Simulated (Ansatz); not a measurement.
Born–Oppenheimer molecular dynamics of GaH₅O₄ (10 atoms, charge 0, multiplicity 1). It starts at the highest image of a converged band. Of that band: A structure lower than the last end lies on the path between it and the top, so the climb from that side starts below the end, which may itself be a saddle point or a shallow side well. A vibrational analysis at the climbing image gives one clearly imaginary mode, 1058i cm⁻¹: a first-order saddle point.

The calculation used RKS BLYP-D4/def2-SVP (Ansatz 0.2.0).

```
ensemble                      : NVE (velocity Verlet)
time step                     : 0.5 fs
steps asked                   : 200
starting velocities drawn for : 100 K
seed                          : 10646
```

First frame:

```xyz
10
Properties=species:S:1:pos:R:3
Ga 0.506 -0.535 -0.009
H -1.095 -1.412 0.392
O 1.849 -0.564 1.204
O 0.849 -0.759 -1.764
H -1.451 -0.445 0.295
O -1.004 0.746 0.365
O -1.320 1.776 -0.639
H 1.536 -0.358 2.106
H 1.801 -0.921 -1.910
H -1.671 2.472 -0.040
```

Q: How far do the bonds stretch over the last three quarters of this one trajectory? (Pairs bonded in most of those frames.)

A: 
| bond | mean (Å) | spread (Å) | shortest | longest |
| --- | --- | --- | --- | --- |
| Ga1–H2 | 1.600 | 0.087 | 1.45 | 1.73 |
| Ga1–O3 | 1.831 | 0.015 | 1.81 | 1.85 |
| Ga1–O4 | 1.821 | 0.019 | 1.79 | 1.85 |
| O3–H8 | 0.978 | 0.008 | 0.96 | 0.99 |
| O4–H9 | 0.978 | 0.006 | 0.97 | 0.99 |
| H5–O6 | 0.989 | 0.014 | 0.97 | 1.01 |
| O6–O7 | 1.492 | 0.018 | 1.47 | 1.52 |
| O7–H10 | 0.987 | 0.017 | 0.96 | 1.01 |

Mean temperature of the second half: 584 K. The conserved energy stayed within 0.083 meV per atom of its start (net change 0.042 meV per atom), so the integration is sound. The kinetic energy rose, since the run started high on the potential surface and went downhill. It ends in pieces (GaH3O2 + H2O2), so much of that is their flight and rotation, not heat. A run of 0.1 ps of so small a system gives no equilibrium averages. The orbitals stay closed-shell, which can raise the energy where a bond breaks towards radicals; this wasn't checked here.

Run time: 3.1 min on 2 threads of AMD EPYC 9R45 96-Core Processor (Zen 5) (shared host), peak memory 0.17 GiB.
